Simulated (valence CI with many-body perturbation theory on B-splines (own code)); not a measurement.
Results of a calculation; reference values are marked as such.
## Sensitivity of CI+MBPT for Gd⁵¹⁺

Level of theory: valence CI with perturbative core correlation (CI+MBPT): three valence electrons over a frozen Dirac-Fock core [Ne], a basis of 6 s, 6 p, 5 d, 3 f, 1 g functions for each j, with the one-electron correlation potential Σ1, the two-electron term Σ2, the three-electron term Σ3, Breit, model QED; selected CI, second order for the rest, scaled by the run's own slope (own B-spline code, finite nucleus).

The last digits are not significant, and no measured levels were compared; by estimate large intervals hold to a few tenths of a per cent, small ones and those within an open d or f shell to about a per cent.

The reference run has the lowest level (3s^2 3p1/2) J=1/2 and an ionisation energy of 4694.67 eV. Its largest variational space holds 2788 state functions.

Levels are named by their leading jj configuration (3d3/2^4 stands for four electrons in 3d with j = 3/2), which in mixed levels can hold well under half, so a name can repeat and another be missing. Letters in brackets count levels of one name in rising energy.

Changed runs:
A. correlating orbitals by l 3 3 3 2 1 → 4 4 0 0 0; QED terms on → off
B. cutoff of virtual states (hartree) 8192 → 4860; box radius (bohr) 1.6209 → 4.24
C. cutoff of virtual states (hartree) 8192 → 4860
D. highest l in the core sums 6 → 1 (bad on purpose)

Excitation energies of the reference run in cm⁻¹, and shifts in cm⁻¹:

| Level | Reference | A | B | C | D |
| --- | --- | --- | --- | --- | --- |
| (3s 3p1/2^2) J=1/2 | 1070040 | +21943 | +40 | +23 | +397 |
| (3s^2 3p3/2) J=3/2 | 1475550 | -1965 | -30 | -35 | -665 |
| (3s 3p1/2 3p3/2) J=3/2 [a] | 2352460 | +18513 | +10 | -12 | -1534 |
| (3s 3p1/2 3p3/2) J=5/2 | 2470440 | +19165 | +7.7 | -14 | -685 |
| (3s 3p1/2 3p3/2) J=3/2 [b] | 2620180 | +17465 | -5.3 | -25 | +931 |
| (3s 3p1/2 3p3/2) J=1/2 | 2688220 | +20889 | +10 | -11 | +2975 |
| (3s^2 3d3/2) J=3/2 | 3036450 | +7007 | -73 | -84 | +5973 |
| (3s^2 3d5/2) J=5/2 | 3312340 | +3024 | -90 | -99 | +3668 |
| (3p1/2^2 3p3/2) J=3/2 | 3685790 | +36696 | +24 | -12 | +1949 |
| (3s 3p1/2 3d3/2) J=3/2 [a] | 3796940 | +26313 | -36 | -62 | +2721 |
| (3s 3p1/2 3d3/2) J=5/2 | 3883350 | +24238 | -49 | -73 | +3130 |
| (3s 3p3/2^2) J=5/2 | 3927850 | +17285 | -22 | -49 | -492 |
| Ionisation energy (eV) | 4694.67 | -0.18 | -0.014 | -0.015 | -0.47 |
